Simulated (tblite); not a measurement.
C5H10O2SeSi.
Numbering: `[CH2:1]=[CH:2][O:3][C@H:4]([SiH2:5][SeH:6])[C:7]([CH3:8])=[O:9]` (hydrogens: H10, H11 on C1; H12 on C2; H13 on C4; H14, H15 on Si5; H16 on Se6; H17, H18, H19 on C8)

Computed with GFN2-xTB (tblite), gas phase: L-BFGS steps from a force-field or distance-geometry start until the largest atomic force falls under 0.01 eV/Å.

Step 5: E = -784.0436 eV
```
atom  x, y, z in Å  |  force x, y, z in eV/Å
C1      3.1333   -0.4224   -0.3141   -0.250   0.158  -0.006
C2      1.9669    0.1879   -0.4285    0.127  -0.138   0.255
O3      1.0890    0.2493    0.6084   -0.330  -0.031   0.113
C4     -0.2222    0.6665    0.2994   -0.162   0.158   0.101
Si5    -1.2600    0.6760    1.9700    0.201  -0.005  -0.194
Se6    -3.4677    0.4514    1.4553    0.000  -0.506   0.562
C7     -0.9801   -0.1091   -0.7387   -0.109   0.029   0.123
C8     -0.3739   -1.3108   -1.4030   -0.067  -0.149  -0.088
O9     -2.1144    0.2398   -0.9985    0.152   0.127  -0.137
H10     3.7909   -0.4529   -1.1467    0.357  -0.020  -0.252
H11     3.4300   -0.8804    0.6021    0.107  -0.136   0.214
H12     1.6524    0.6498   -1.3460   -0.107   0.225  -0.269
H13    -0.2338    1.7201   -0.0315    0.094  -0.099  -0.023
H14    -0.8388   -0.4629    2.7951   -0.160   0.105  -0.199
H15    -1.0016    1.9459    2.6561   -0.025  -0.049  -0.078
H16    -3.8274    1.6663    0.8287    0.169   0.322  -0.209
H17     0.4933   -1.7284   -0.8984   -0.127   0.073   0.093
H18    -0.0835   -1.0195   -2.4128    0.039  -0.019  -0.022
H19    -1.1621   -2.0574   -1.5044    0.091  -0.043   0.016
```

Step 6: E = -784.0902 eV
```
atom  x, y, z in Å  |  force x, y, z in eV/Å
C1      3.1411   -0.4227   -0.3189   -0.094   0.078   0.050
C2      1.9746    0.1870   -0.4245   -0.254   0.058   0.129
O3      1.0827    0.2434    0.6114   -0.239  -0.062  -0.037
C4     -0.2286    0.6674    0.2881    0.025   0.201   0.210
Si5    -1.2715    0.6799    1.9516    0.233   0.085  -0.035
Se6    -3.4889    0.4411    1.5097    0.055  -0.278   0.346
C7     -0.9860   -0.1023   -0.7494    0.028  -0.147   0.161
C8     -0.3811   -1.3149   -1.3944   -0.009  -0.210  -0.229
O9     -2.1103    0.2579   -1.0232   -0.086   0.170  -0.126
H10     3.8162   -0.4583   -1.1459    0.132   0.038  -0.096
H11     3.4360   -0.8836    0.6023    0.055  -0.077   0.079
H12     1.6307    0.6647   -1.3331    0.115   0.070  -0.118
H13    -0.2292    1.7232   -0.0365    0.091  -0.118  -0.041
H14    -0.8544   -0.4545    2.7749   -0.094   0.017  -0.137
H15    -1.0015    1.9475    2.6547   -0.048  -0.145  -0.167
H16    -3.7873    1.6528    0.8318    0.116   0.172  -0.166
H17     0.4927   -1.7245   -0.8892   -0.225   0.091   0.087
H18    -0.0849   -1.0205   -2.4033    0.046  -0.041  -0.019
H19    -1.1601   -2.0743   -1.5138    0.151   0.095   0.108
```

**Question.** Estimate the geometry and energy of step 7. (The exact step hangs on the optimiser's Hessian estimate; all steps are aligned on step 6, rigid shifts and turns removed.)

**Answer.** E = -784.1093 eV, largest force 0.236 eV/Å
```
atom  x, y, z in Å  |  force x, y, z in eV/Å
C1      3.1443   -0.4217   -0.3207   -0.089   0.079   0.051
C2      1.9742    0.1879   -0.4212   -0.215   0.057   0.039
O3      1.0755    0.2390    0.6127   -0.122  -0.086  -0.062
C4     -0.2319    0.6708    0.2854    0.040   0.082   0.156
Si5    -1.2739    0.6833    1.9411    0.151   0.079   0.048
Se6    -3.4996    0.4319    1.5449    0.090  -0.002   0.148
C7     -0.9905   -0.1007   -0.7531    0.071  -0.167   0.118
C8     -0.3850   -1.3198   -1.3932    0.009  -0.060  -0.162
O9     -2.1076    0.2701   -1.0383   -0.125   0.143  -0.095
H10     3.8315   -0.4604   -1.1463   -0.066   0.083   0.060
H11     3.4401   -0.8865    0.6032    0.004  -0.018  -0.036
H12     1.6213    0.6735   -1.3273    0.204  -0.003  -0.035
H13    -0.2251    1.7233   -0.0401    0.085  -0.056  -0.075
H14    -0.8644   -0.4498    2.7615   -0.035  -0.054  -0.084
H15    -1.0022    1.9460    2.6510   -0.042  -0.122  -0.171
H16    -3.7631    1.6471    0.8312    0.098  -0.046  -0.057
H17     0.4886   -1.7209   -0.8827   -0.208   0.061   0.094
H18    -0.0848   -1.0217   -2.3986    0.058  -0.044  -0.058
H19    -1.1569   -2.0823   -1.5170    0.091   0.073   0.120
```

The energy changes by -0.0191 eV. The first-order estimate −F·Δx gives -0.0287 eV and the mean of the old and new forces, exact on a quadratic surface, -0.0190 eV. The step makes an angle of 63° with the force vector and moves no atom by more than 0.038 Å.

The cost below is that of the whole relaxation. Time: 0.97 s of wall time. Hardware: one thread of an Arm Neoverse V1, no GPU, shared host with 32 logical CPUs at a one-minute load of 13.
